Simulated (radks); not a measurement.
These are the eigenvalues of the occupied orbitals of an atom or ion with whole-number occupations (eV). Calculated with a radial shooting solver on a logarithmic mesh with Libxc functionals: Dirac Kohn-Sham, PBE, spin-unpolarised, spherical densities, point nucleus.

| orbital | eigenvalue |
|---|---|
| 1s1/2 | -20034.39 |
| 2s1/2 | -3014.902 |
| 2p1/2 | -2791.595 |
| 2p3/2 | -2684.886 |
| 3s1/2 | -686.2186 |
| 3p1/2 | -601.1052 |
| 3p3/2 | -583.2876 |
| 3d3/2 | -433.0797 |
| 3d5/2 | -429.6647 |
| 4s1/2 | -247.7818 |
| 4p1/2 | -219.8375 |

Which element is it, and in what charge state? The configuration may be excited. Open shells, if any, fill j = l - 1/2 first.

Answer. Z = 42, molybdenum, charge +11: Mo11+ in [Ar] 3d10 4s2 4p1. The list shows which subshells hold electrons but not how many an open one holds; the 1s level, -736.25 hartree, gives Z - s = 38.4 by -(Z - s)^2/2, which with screening and relativity narrows Z to a few neighbours, and the depths of the outer levels then fix element, charge and occupations together.
